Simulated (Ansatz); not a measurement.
A nudged elastic band was laid between two geometries of CH6Sn + FH (10 atoms, charge 0, multiplicity 1).

These are results of RHF/def2-SVP in Ansatz 0.2.0, not measurements.

```yaml
movable_images: 7
climbing_image: yes
spring: 5.0 eV/Å²
optimiser: quadratic models (default)
start_path: through a guess of the saddle point
force_threshold: 0.03 eV/Å
iteration_limit: 60
end_points: relaxed
```

Initial state:

```xyz
10
Properties=species:S:1:pos:R:3
Sn -0.141 -0.182 0.198
C -0.340 -0.319 2.342
H -1.389 -0.429 2.620
H 0.214 -1.179 2.722
H 0.055 0.589 2.796
H 1.504 0.103 -0.220
H -1.088 1.094 -0.435
H -0.618 -1.650 -0.551
F 1.540 2.610 1.490
H 2.174 2.242 0.963
```

Final state:

```xyz
10
Properties=species:S:1:pos:R:3
Sn 0.409 0.380 -1.504
C -0.065 0.173 3.775
H -1.152 0.261 3.777
H 0.214 -0.839 4.071
H 0.355 0.884 4.488
H 1.632 0.988 -2.519
H -1.068 1.209 -1.655
H 0.247 -1.311 -1.579
F 1.018 0.752 0.292
H 0.321 0.383 2.778
```

Task: Which bonds break or form, and what moves?

Result: Bonds broken: Sn1–C2, F9–H10. Bonds formed: Sn1–F9, C2–H10. CH6Sn + FH becomes CH4 + FH3Sn.

Task: What energy profile does the band end with?

Result: The run converged. The highest image is number 3 of 0 to 8, 1.93 eV above the first end and 2.85 eV above the last; the last end lies 0.92 eV below the first. Neighbouring images differ by up to 2.2 eV, so the band resolves the path poorly. A vibrational analysis at the climbing image gives one clearly imaginary mode, 1679i cm⁻¹: a first-order saddle point. The orbitals stay closed-shell, which can raise the energy where a bond breaks towards radicals; this wasn't checked here.

| image | path coordinate (Å) | energy (eV) | Sn1–C2 (Å) | F9–H10 (Å) | Sn1–F9 (Å) |
| --- | --- | --- | --- | --- | --- |
| 0 | 0.00 | 0.00 | 2.16 | 0.90 | 3.51 |
| 1 | 1.14 | 0.05 | 2.17 | 0.90 | 3.34 |
| 2 | 2.27 | 0.31 | 2.20 | 0.91 | 2.91 |
| 3 | 3.41 | 1.93 | 2.48 | 1.18 | 2.25 |
| 4 | 4.58 | -0.24 | 3.19 | 1.82 | 1.96 |
| 5 | 5.75 | -0.85 | 3.90 | 2.28 | 1.93 |
| 6 | 6.93 | -0.91 | 4.50 | 2.58 | 1.93 |
| 7 | 8.10 | -0.92 | 5.01 | 2.60 | 1.93 |
| 8 | 9.28 | -0.92 | 5.31 | 2.61 | 1.93 |

Task: What is the geometry of the highest image?

Result: 
```xyz
10
Properties=species:S:1:pos:R:3:forces:R:3
Sn 0.199 0.210 -0.062 0.01 0.01 0.00
C 0.018 0.048 2.407 0.00 0.00 0.00
H -1.063 -0.093 2.424 0.00 0.00 0.00
H 0.514 -0.920 2.481 0.00 0.00 0.00
H 0.278 0.607 3.313 0.00 0.00 0.00
H 1.751 -0.043 -0.693 0.00 0.00 0.00
H -0.828 1.331 -0.813 0.00 0.00 0.00
H -0.613 -1.308 -0.025 0.00 0.00 0.00
F 1.057 1.934 1.093 -0.01 -0.01 -0.01
H 0.598 1.112 1.800 0.00 0.01 0.00
```

Run time: 5.6 min on 2 threads of Intel(R) Xeon(R) Platinum 8375C CPU @ 2.90GHz (Ice Lake), with other jobs on the host, peak memory 0.21 GiB.
